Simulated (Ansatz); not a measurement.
CH6F2Si2 can be A, `C[Si](F)(F)[SiH3]`, or B, `FC[SiH2][SiH2]F`.

Isolated molecules relaxed with PBE0-D4/def2-TZVP in Ansatz; ΔE leaves out vibrations. CCSD(T)/CBS adds triple-zeta CCSD(T) − MP2 to the extrapolated MP2 energy (def2 sets, frozen cores). Functionals use def2-TZVPP. B3LYP here is the variant with VWN-RPA as its local correlation; programs differ in this. Each species was taken in one conformer, which may not be the lowest.

A:

```xyz
11

C    -0.126   -0.066   -1.758
Si    0.605    0.467   -0.148
F     2.144    0.039   -0.121
F     0.591    2.063   -0.086
Si   -0.425   -0.357    1.790
H     0.429    0.375   -2.590
H    -0.090   -1.154   -1.859
H    -1.169    0.251   -1.835
H    -0.377   -1.844    1.786
H     0.267    0.153    3.002
H    -1.849    0.073    1.819
```

B:

Z-matrix (Å, degrees):
```
C
Si 1 1.901
F 1 1.391 2 109.9
H 1 1.095 2 111.5 3 -119.9
H 1 1.095 2 111.0 3 119.7
Si 2 2.344 1 110.1 3 -54.8
H 2 1.489 1 109.9 3 65.7
H 2 1.490 1 107.8 3 -175.7
F 6 1.608 2 108.5 1 -56.4
H 6 1.487 2 111.5 1 -174.9
H 6 1.485 2 112.0 1 62.6
```

(1) Which isomer does CCSD(T)/CBS put lower? Give the gap. (Best estimate.)

(2) Give E(B) − E(A) in kJ/mol with B3LYP, LDA (SPW92), PBE-D4, B2PLYP, CCSD(T)/def2-SVP, CCSD(T)/def2-TZVPP, HF/def2-TZVPP. (An estimate is asked.)

(3) Does the order hold for the free energy at 298.15 K (harmonic terms from PBE0-D4)? (Best estimate.)

Largest T1 diagnostic: 0.012.

## Answers

(1) Computed: A, by 284.6 kJ/mol.

(2) Ansatz gave: B3LYP 272.4, LDA (SPW92) 274.0, PBE-D4 266.6, B2PLYP 280.3, CCSD(T)/def2-SVP 258.1, CCSD(T)/def2-TZVPP 281.4, HF/def2-TZVPP 278.5. None reverses the order clearly.

(3) The calculation gave: Yes: G(B) − G(A) = +280.2 kJ/mol, for one conformer each. Modes under 60 cm⁻¹, often nearly free rotors, make the harmonic entropy too high.

Leaving LDA and LC-ωPBE aside and taking each functional with its dispersion term where it has one, the values, not all of them listed here, spread over 21.4 kJ/mol, from revPBE-D4 to B97M-V. LDA lies +8.6 kJ/mol from PBE without D4. At CCSD(T), def2-SVP lies −26.4 kJ/mol from the extrapolated value and def2-TZVPP −3.1 kJ/mol.
